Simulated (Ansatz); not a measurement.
Computed with Ansatz on PBE0-D4/def2-TZVP structures; ΔE is electronic, products minus reactants. CCSD(T)/CBS is the MP2 limit (def2-TZVPP, def2-QZVPP) plus CCSD(T) − MP2 in def2-TZVPP, frozen cores. This one scheme is used for every species, atoms too. DFT in def2-TZVPP. B3LYP here is the variant with VWN-RPA as its local correlation; programs differ in this. Open shells (•) are unrestricted, without spin–orbit coupling. Spin–orbit coupling would lower the free atoms: a little for Cl. Bonds to Ge are less sure, by a few kJ/mol each and by 10 to 20 or more in all where they break to atoms, as the def2 sets lack core-valence functions. Scalar relativity is left out up to krypton. Each species was taken in one conformer, which may not be the lowest.

Consider the hydrogen abstraction from a Ge–H bond: `C[O][GeH]([F])[SH]` + Cl• → `C[O][Ge]([F])[SH]`• + HCl.

```tsv
level	ΔE (kJ/mol)	difference from CCSD(T)/CBS
r2SCAN-D4	-101.5	-24.7
PBE0-D4	-94.7	-17.9
ωB97X-V	-79.1	-2.3
ωB97M-V	-91.0	-14.2
B2PLYP	-86.6	-9.8
PBE	-118.0	-41.2
r2SCAN	-102.0	-25.2
PBE0	-96.1	-19.3
B3LYP	-96.9	-20.1
SCS-MP2/def2-TZVPP	-68.3	8.5
CCSD/def2-TZVPP	-63.7	13.1
CCSD(T)/def2-TZVPP	-70.6	6.2
HF/def2-QZVPP	-30.8	46.0
MP2/def2-QZVPP	-83.6	-6.8
SCS-MP2/def2-QZVPP	-71.9	4.9
HF/CBS(def2)	-31.0	45.8
CCSD(T)/CBS	-76.8	0
```

Largest T1 diagnostic among the species: 0.015.

From PBE to PBE0 (25 % exact exchange), in def2-TZVPP and without D4, ΔE moves by +21.9 kJ/mol. In def2-TZVPP, CCSD(T) changes the Hartree–Fock value by −40.9 kJ/mol (the triples alone add −6.9 kJ/mol) and MP2 by −49.9 kJ/mol.

CCSD(T)/CBS has its own doubt, a few kJ/mol and more with outer-core shells, so smaller differences from it don't rank the levels.
